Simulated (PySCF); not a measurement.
A structure optimised at PBE-D3(BJ)/def2-SVP, used in a PySCF frequency run:

```
C
H 1 1.1113
H 1 1.1136 2 105.40
C 1 1.5346 2 111.35 3 120.59
H 4 1.1087 1 111.20 2 -179.50
H 4 1.1087 5 107.06 1 121.32
H 4 1.1088 5 107.98 6 115.80
Si 1 1.8676 2 107.35 3 -113.92
F 8 1.6443 1 107.63 2 49.30
N 8 1.7200 9 113.57 1 -124.43
H 10 1.0225 8 119.77 9 -75.81
H 10 1.0230 11 111.24 8 -146.25
Cl 8 2.0787 9 105.64 10 -116.14
```
Charge 0, spin multiplicity 1.

Problem. Write its SMILES and formula.

Solution. CC[Si@](N)(F)Cl, C2H7ClFNSi

Problem. What are its rotational constants (standard atomic weights)?

Solution. 2.3210, 1.8348, 1.4801 GHz
